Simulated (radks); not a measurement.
As2+, 31 electrons, occupied as [Ar] 3d8 4s2 4p1 4d2 (not the ground configuration). All-electron calculation, Dirac Kohn-Sham, PBE, spin-unpolarised, spherical densities, finite nucleus; open shells fill j = l - 1/2 first; Fermi nuclear charge, rms radius 4.0968 fm. Program: a radial shooting solver on a logarithmic mesh with Libxc functionals.

Radial electron density D(r) = 4 pi r^2 rho(r):

r (bohr),D(r) (e/bohr)
0.002003,1.306
0.002313,1.693
0.00265,2.156
0.003037,2.736
0.003479,3.460
0.004018,4.416
0.004603,5.532
0.005274,6.892
0.006042,8.530
0.006978,10.61
0.007994,12.92
0.009159,15.58
0.01049,18.58
0.01212,22.09
0.01388,25.62
0.01591,29.23
0.01822,32.74
0.02105,36.09
0.02411,38.62
0.02763,40.29
0.03165,40.91
0.03626,40.41
0.04188,38.83
0.04798,36.74
0.05497,34.68
0.06298,33.37
0.07273,33.52
0.08332,35.47
0.09546,38.94
0.1094,43.07
0.1263,46.65
0.1447,47.79
0.1658,45.84
0.1899,40.93
0.2194,33.99
0.2513,27.97
0.2879,24.44
0.3299,24.16
0.381,26.48
0.4365,29.01
0.5001,29.70
0.5729,27.49
0.6564,22.73
0.758,16.51
0.8685,11.15
0.995,7.270
1.14,5.014
1.317,3.890
1.508,3.380
1.728,2.951
1.98,2.435
2.286,1.833
2.62,1.304
3.001,0.8705
3.438,0.5432
3.971,0.2996
4.549,0.1513
5.212,0.06557
5.971,0.02341
6.896,0.006084
7.901,0.001287
9.052,0.0002001

D(r) has 3 maxima, at r = 0.0319, 0.142, 0.484 bohr, and minima at 0.0671, 0.312 bohr, inside which lie 2.10, 10.96 electrons.
